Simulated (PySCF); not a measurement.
## Ionisation energy of Cu²⁺ by level of theory

Cu²⁺ [Ar] 3d9 (2D) → Cu³⁺ [Ar] 3d8 (3F), as a difference of total energies. All numbers are calculated (PySCF 2.14, the spin-free X2C one-electron Hamiltonian (Gaussian nucleus), in ANO-RCC-VTZP (6s5p3d2f1g, 59 functions)). Correlated levels: valence: [Ar] frozen. The calculations carry no spin-orbit coupling.

| method | ionisation energy (eV) | plus first-order spin-orbit estimate | error of that sum (eV) |
| --- | --- | --- | --- |
| UHF | 34.015 | 33.943 | -2.898 |
| MP2 (valence) | 36.748 | 36.677 | -0.164 |
| SCS-MP2 (valence) | 36.498 | 36.427 | -0.414 |
| CCSD (valence) | 36.256 | 36.185 | -0.656 |
| CCSD(T) (valence) | 36.368 | 36.297 | -0.544 |

Reference: 36.841 ± 0.012 eV (measured; NIST Atomic Spectra Database, ionization energies).

A first-order spin-orbit estimate (lowest level to lowest level, LS coupling) adds -0.071 eV.

Errors of the correlated levels include the incompleteness of this basis and the frozen core.
